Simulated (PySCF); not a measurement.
Ge(Et)(Vi)(OH)2, C4H10GeO2, SMILES [OH][Ge]([OH])([CH]=C)[CH2]C, GFN2-xTB optimised geometry.

```
17

C      1.86    -0.56    -0.35
C      1.12     0.48     0.00
Ge    -0.86     0.48     0.00
O     -1.51    -0.17    -1.52
O     -1.22     2.21     0.00
C     -1.88    -0.52     1.40
C     -1.58    -2.00     1.42
H      1.42    -1.49    -0.68
H      2.94    -0.52    -0.34
H      1.57     1.40     0.32
H     -1.15     0.20    -2.32
H     -2.14     2.45    -0.09
H     -1.66    -0.07     2.38
H     -2.94    -0.36     1.21
H     -0.52    -2.18     1.64
H     -1.80    -2.45     0.46
H     -2.17    -2.51     2.18
```

Density from PySCF with PBE0/def2-SVP at that geometry.

Minimum of the electron density along straight lines between bonded atoms, close to the bond critical point (lines longer than 1.1 times the sum of covalent radii, or with two minima, are not listed):

```json
[
 {"bond": "C1–C2", "length / Å": "1.321", "ρ at the minimum / e bohr⁻³": "0.345", "∇²ρ there / e bohr⁻⁵": "-0.93", "position (fraction from the first atom)": "0.50"},
 {"bond": "C2–Ge3", "length / Å": "1.973", "ρ at the minimum / e bohr⁻³": "0.126", "∇²ρ there / e bohr⁻⁵": "0.04", "position (fraction from the first atom)": "0.53"},
 {"bond": "Ge3–O4", "length / Å": "1.772", "ρ at the minimum / e bohr⁻³": "0.139", "∇²ρ there / e bohr⁻⁵": "0.70", "position (fraction from the first atom)": "0.47"},
 {"bond": "Ge3–O5", "length / Å": "1.770", "ρ at the minimum / e bohr⁻³": "0.139", "∇²ρ there / e bohr⁻⁵": "0.70", "position (fraction from the first atom)": "0.47"},
 {"bond": "Ge3–C6", "length / Å": "2.001", "ρ at the minimum / e bohr⁻³": "0.123", "∇²ρ there / e bohr⁻⁵": "[?]", "position (fraction from the first atom)": "0.47"},
 {"bond": "C6–C7", "length / Å": "1.520", "ρ at the minimum / e bohr⁻³": "[?]", "∇²ρ there / e bohr⁻⁵": "-0.54", "position (fraction from the first atom)": "0.50"},
 {"bond": "C1–H8", "length / Å": "1.079", "ρ at the minimum / e bohr⁻³": "0.284", "∇²ρ there / e bohr⁻⁵": "-1.09", "position (fraction from the first atom)": "0.63"},
 {"bond": "C1–H9", "length / Å": "1.081", "ρ at the minimum / e bohr⁻³": "0.282", "∇²ρ there / e bohr⁻⁵": "-1.08", "position (fraction from the first atom)": "0.63"},
 {"bond": "C2–H10", "length / Å": "1.080", "ρ at the minimum / e bohr⁻³": "0.281", "∇²ρ there / e bohr⁻⁵": "-1.06", "position (fraction from the first atom)": "0.64"},
 {"bond": "O4–H11", "length / Å": "0.955", "ρ at the minimum / e bohr⁻³": "0.358", "∇²ρ there / e bohr⁻⁵": "-2.37", "position (fraction from the first atom)": "0.81"},
 {"bond": "O5–H12", "length / Å": "0.955", "ρ at the minimum / e bohr⁻³": "0.358", "∇²ρ there / e bohr⁻⁵": "-2.37", "position (fraction from the first atom)": "0.81"},
 {"bond": "C6–H14", "length / Å": "1.091", "ρ at the minimum / e bohr⁻³": "0.273", "∇²ρ there / e bohr⁻⁵": "-0.98", "position (fraction from the first atom)": "0.62"},
 {"bond": "C7–H15", "length / Å": "1.088", "ρ at the minimum / e bohr⁻³": "0.277", "∇²ρ there / e bohr⁻⁵": "-1.01", "position (fraction from the first atom)": "0.62"},
 {"bond": "C7–H16", "length / Å": "1.087", "ρ at the minimum / e bohr⁻³": "0.278", "∇²ρ there / e bohr⁻⁵": "-1.03", "position (fraction from the first atom)": "0.63"},
 {"bond": "C7–H17", "length / Å": "1.089", "ρ at the minimum / e bohr⁻³": "0.276", "∇²ρ there / e bohr⁻⁵": "-1.00", "position (fraction from the first atom)": "0.62"}
]
```

Task: What belongs in the gaps?

Result: 
- Ge3–C6, ∇²ρ there / e bohr⁻⁵: 0.00
- C6–C7, ρ at the minimum / e bohr⁻³: 0.242
